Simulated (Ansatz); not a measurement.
Geometry optimisation, Ansatz, RKS BLYP-D4/def2-SVP.

Input:

```yaml
crystal:
  periodic: [false, false, false]
  atoms:
    - { symbol: Si, position_ang: [0.0, 0.0, 0.0] }
    - { symbol: F, position_ang: [0.0, 0.0, 1.59] }
    - { symbol: Cl, position_ang: [2.0086, 0.0, -0.7093] }
    - { symbol: Cl, position_ang: [-1.0032, 1.7381, -0.7093] }
    - { symbol: Cl, position_ang: [-1.0032, -1.7381, -0.7093] }
basis:
  gaussian: { orbitals: def2-SVP }
hamiltonian:
  xc: blyp
  dispersion: d4
relax:
  f_tol: 0.02
  max_steps: 40
```

Run as:

```bash
$ ansatz run input.yaml --threads 2 --pin off --max-ram 3072MiB --backend cpu --events-out ev --progress --plain --runs-dir out
```

Task: Where does it end, and by what steps?

Result: The forces met the threshold. After 4 steps the energy has fallen by 0.161 eV; Cl3 moved furthest, 0.06 Å.

| step | energy less start (eV) | largest force component (eV/Å) | accepted |
| --- | --- | --- | --- |
| 0 | 0.0000 | 2.339 | yes |
| 1 | -0.1491 | 0.958 | yes |
| 2 | -0.1571 | 0.370 | yes |
| 3 | -0.1606 | 0.027 | yes |
| 4 | -0.1607 | 0.006 | yes |

```xyz
5
Properties=species:S:1:pos:R:3
Si 0.000 0.000 -0.044
F 0.000 0.000 1.578
Cl 1.951 0.000 -0.690
Cl -0.975 1.690 -0.691
Cl -0.975 -1.690 -0.691
```

Whether the end is a true minimum wasn't checked by a vibrational analysis.

Run time: 6.8 s on 2 threads of Intel(R) Xeon(R) Platinum 8259CL CPU @ 2.50GHz (Skylake/Cascade Lake), with other jobs on the host, peak memory 0.14 GiB.
